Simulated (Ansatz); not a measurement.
Energy needed to pull apart CH4GeS (SMILES S=[CH][GeH3]), closed shell, into free ground-state atoms, from the structure below (displaced at random from a GFN2-xTB minimum); no zero-point or spin–orbit terms; open-shell atoms are treated unrestricted, in their ground-state multiplicity.

```json
{"atom": "S1", "x (Å)": "-0.3078", "y (Å)": "-2.0373", "z (Å)": "1.2866"}
{"atom": "C2", "x (Å)": "-0.5814", "y (Å)": "-0.9954", "z (Å)": "-0.0145"}
{"atom": "Ge3", "x (Å)": "0.3126", "y (Å)": "0.8050", "z (Å)": "-0.1000"}
{"atom": "H4", "x (Å)": "-1.2048", "y (Å)": "-1.2648", "z (Å)": "-0.8453"}
{"atom": "H5", "x (Å)": "-0.0543", "y (Å)": "1.5148", "z (Å)": "-1.4792"}
{"atom": "H6", "x (Å)": "-0.0120", "y (Å)": "1.6018", "z (Å)": "1.1382"}
{"atom": "H7", "x (Å)": "1.8424", "y (Å)": "0.5857", "z (Å)": "0.0324"}
```

Program: Ansatz 0.2.0. Basis: def2-TZVPP. Cores are frozen in the correlated methods. Filled d shells of the heavier atoms are correlated. The def2 sets are not built for correlating such inner shells, so the correlated values are less sure here.

```
    method  atomization energy (kJ/mol)
    PBE-D4                         2120
 r2SCAN-D4                         2095
   PBE0-D4                            ?
r2SCAN0-D4                         2052
   wB97X-V                            ?
   wB97M-V                         2082
        HF                         1445
       MP2                         2055
      CCSD                         2008
   CCSD(T)                         2053
```

(1) What does wB97X-V give? (Judge from chemistry; the value comes from the calculation.)

(2) What does PBE0-D4 give? (To be estimated.)

The T1 diagnostic stays at or below 0.017. The restricted Hartree–Fock reference is unstable towards an unrestricted one here.

Answers

(1) By the calculation: 2094 kJ/mol, which is about 41 kJ/mol more than CCSD(T)/def2-TZVPP.

(2) The calculation gives: 2075 kJ/mol, which is about 22 kJ/mol more than CCSD(T)/def2-TZVPP.

In triple zeta the MP2 and coupled-cluster atomization energies are still short of their basis limit by a few kcal/mol a bond, whereas those of the functionals are nearly converged, so these differences are not deviations from converged CCSD(T).

For scale, one of the runs: CCSD(T)/def2-TZVPP forces, 177 basis functions (an equivalent command: `ansatz run in.yaml --threads 4`). Hardware: 4 CPU threads, shared host. Wall time 2.9 min; peak host memory 2.9 GiB.
